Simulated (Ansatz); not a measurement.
Ge₅Se⁻. Total charge -1; doublet. Geometry r2SCAN-D4/def2-SVPD; atoms count from 1.

```xyz
6

Ge   -0.933   -1.100    0.327
Ge   -0.053    1.195    1.523
Ge    1.560   -0.598    1.442
Ge   -1.643    1.478   -0.355
Ge    1.516   -1.070   -0.948
Se   -0.447    0.095   -1.989
```

Another isomer (singlet) lies 0.04 eV lower at PBE0-D4/def2-TZVP; other spin states weren't run for this one.

Problem. Estimate the Mulliken populations from the PBE0/def2-SVP orbitals of Ansatz.

Solution. 
```json
{"atom": "Ge1", "charge (e)": "-0.14", "spin (α − β)": "-0.03"}
{"atom": "Ge2", "charge (e)": "-0.18", "spin (α − β)": "0.54"}
{"atom": "Ge3", "charge (e)": "-0.24", "spin (α − β)": "-0.02"}
{"atom": "Ge4", "charge (e)": "-0.05", "spin (α − β)": "0.27"}
{"atom": "Ge5", "charge (e)": "-0.05", "spin (α − β)": "0.22"}
{"atom": "Se6", "charge (e)": "-0.33", "spin (α − β)": "0.02"}
```
Mulliken values and Mayer orders depend strongly on the basis.

Problem. Where does the spin sit?

Solution. Summed by element: Ge 0.98, Se 0.02, of 1 unpaired in all. Largest on single atoms: Ge2 0.54, Ge4 0.27, Ge5 0.22.

Problem. And the Mayer bond orders between bonded heavy atoms (over 0.3)?

Solution. Ge1–Ge2 0.58 (2.73 Å); Ge1–Ge3 0.55 (2.78 Å); Ge1–Ge4 0.50 (2.76 Å); Ge1–Ge5 0.49 (2.76 Å); Ge1–Se6 0.60 (2.65 Å); Ge2–Ge3 1.00 (2.41 Å); Ge2–Ge4 0.94 (2.48 Å); Ge3–Ge5 1.03 (2.44 Å); Ge4–Se6 0.85 (2.45 Å); Ge5–Se6 0.76 (2.51 Å).
